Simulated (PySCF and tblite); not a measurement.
C4H8Br2, numbered as in [CH3:1][C@H:2]([Br:3])[C@H:4]([CH3:5])[Br:6]. Geometries GFN2-xTB; weights from PBE0-D3(BJ)/pcSseg-1 energies and GFN2-xTB thermal corrections, with symmetry numbers and mirror pairs. Conformers within 2.5 kcal/mol (GFN2-xTB free energy) were kept, 7 at most. GIAO shieldings: PBE0/pcSseg-1. Shifts are against TMS (¹H), TMS (¹³C) at the same level. Run with PySCF (density fitting) and tblite.

Torsions listed: Br3–C2–C4–Br6.

Two conformers hold nearly all the population. I: -62°; δ(C1/C5) = 28.90 ppm. II: 167°; δ(C1/C5) = 20.61 ppm. The average over the ensemble at 298.15 K is 21.28 ppm.

Task: What populations and free-energy difference follow from a two-state model?

Result: p(I) = (21.28 − 20.61)/(28.90 − 20.61) = 0.08, so K = p(II)/p(I) = 11.37 and G(II) − G(I) = −RT ln K = -1.44 kcal/mol. The weights computed directly are 8.0 % and 92.0 %.

Spin–orbit effects of the heavy atoms on shieldings are missing.
